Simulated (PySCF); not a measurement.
M06 on Sc⁺ (scandium, charge +1), [Ar] 3d1 4s1, high-spin 3D determinant. Computed with PySCF 2.14 in ANO-RCC-VTZP, with the spin-free X2C one-electron Hamiltonian (Gaussian nucleus).

```
cycle= 11 E= -763.913374415762  delta_E= -3.14e-05  |g|= 0.014  |ddm|= 0.0135
cycle= 12 E= -763.913389188359  delta_E= -1.48e-05  |g|= 0.013  |ddm|= 0.00127
cycle= 13 E= -763.913369197715  delta_E= 2e-05  |g|= 0.0124  |ddm|= 0.0155
cycle= 14 E= -763.913481816095  delta_E= -0.000113  |g|= 0.00675  |ddm|= 0.182
cycle= 15 E= -763.913567834555  delta_E= -8.6e-05  |g|= 0.00156  |ddm|= 0.0686
cycle= 16 E= -763.913569029364  delta_E= -1.19e-06  |g|= 0.000376  |ddm|= 0.00755
cycle= 17 E= -763.913568033475  delta_E= 9.96e-07  |g|= 0.000862  |ddm|= 0.00424
cycle= 18 E= -763.913568938219  delta_E= -9.05e-07  |g|= 0.000323  |ddm|= 0.00336
cycle= 19 E= -763.913569359964  delta_E= -4.22e-07  |g|= 2.68e-05  |ddm|= 0.00536
cycle= 20 E= -763.913569353723  delta_E= 6.24e-09  |g|= 2.83e-05  |ddm|= 0.00115
cycle= 21 E= -763.913569359843  delta_E= -6.12e-09  |g|= 1.41e-05  |ddm|= 0.000418
cycle= 22 E= -763.913569361646  delta_E= -1.8e-09  |g|= 2.19e-06  |ddm|= 0.000323
cycle= 23 E= -763.913569361692  delta_E= -4.66e-11  |g|= 5.85e-07  |ddm|= 5.32e-05
converged SCF energy = -763.913569361692  <S^2> = 2.0003112  2S+1 = 3.0002074
```

Highest occupied orbital energy: -10.045 eV; ⟨L²⟩ = 8.24; populations by l: s 6.63, p 12.00, d 1.37, f 0.00.

Problem. Can this result be used?

Solution. Not for this state. Self-consistency was reached. ⟨L²⟩ = 8.24 against 6 for a pure D term, so this real determinant mixes terms. The s, p, d and f populations moved away from the nominal configuration during the SCF.
